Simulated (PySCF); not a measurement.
## I⁺ (iodine, charge +1) across methods

[Kr] 4d10 5s2 5p4, high-spin 3P determinant. Calculation: PySCF 2.14, in aug-cc-pVTZ-PP with ECP28MDF; scalar relativity through the core potential. The B2PLYP total includes its PT2 part (frozen core); its orbital energies are those of the SCF part.

```json
{"method": "M06", "E (hartree)": "-295.3612", "mean ε 5s β (eV)": "-26.760", "mean ε 5p α (eV)": "-16.992", "mean ε 5p β (eV)": "-15.469", "Σ⟨r²⟩ (bohr²)": "48.68", "⟨S²⟩": "2.002"}
{"method": "r2SCAN", "E (hartree)": "-295.4170", "mean ε 5s β (eV)": "-25.524", "mean ε 5p α (eV)": "-16.430", "mean ε 5p β (eV)": "-14.821", "Σ⟨r²⟩ (bohr²)": "48.41", "⟨S²⟩": "2.005"}
{"method": "BP86", "E (hartree)": "-295.4262", "mean ε 5s β (eV)": "-25.587", "mean ε 5p α (eV)": "-16.046", "mean ε 5p β (eV)": "-14.672", "Σ⟨r²⟩ (bohr²)": "48.49", "⟨S²⟩": "2.002"}
{"method": "B2PLYP", "E (hartree)": "-295.0269", "mean ε 5s β (eV)": "-27.987", "mean ε 5p α (eV)": "-18.366", "mean ε 5p β (eV)": "-16.706", "Σ⟨r²⟩ (bohr²)": "48.77", "⟨S²⟩": "2.005"}
{"method": "PBE0", "E (hartree)": "-295.3099", "mean ε 5s β (eV)": "-26.780", "mean ε 5p α (eV)": "-17.309", "mean ε 5p β (eV)": "-15.731", "Σ⟨r²⟩ (bohr²)": "48.51", "⟨S²⟩": "2.004"}
{"method": "LDA", "E (hartree)": "-294.8691", "mean ε 5s β (eV)": "-25.844", "mean ε 5p α (eV)": "-16.054", "mean ε 5p β (eV)": "-14.678", "Σ⟨r²⟩ (bohr²)": "48.54", "⟨S²⟩": "2.001"}
{"method": "wB97X", "E (hartree)": "-295.3499", "mean ε 5s β (eV)": "-29.581", "mean ε 5p α (eV)": "-19.527", "mean ε 5p β (eV)": "-18.085", "Σ⟨r²⟩ (bohr²)": "48.55", "⟨S²⟩": "2.002"}
{"method": "PBE", "E (hartree)": "-295.2838", "mean ε 5s β (eV)": "-25.396", "mean ε 5p α (eV)": "-15.968", "mean ε 5p β (eV)": "-14.521", "Σ⟨r²⟩ (bohr²)": "48.58", "⟨S²⟩": "2.003"}
{"method": "UHF", "E (hartree)": "-294.31109", "mean ε 5s β (eV)": "-29.664", "mean ε 5p α (eV)": "-20.458", "mean ε 5p β (eV)": "-18.365", "Σ⟨r²⟩ (bohr²)": "49.02", "⟨S²⟩": "2.011"}
```

Energies and moments cover only the electrons outside the core potential.
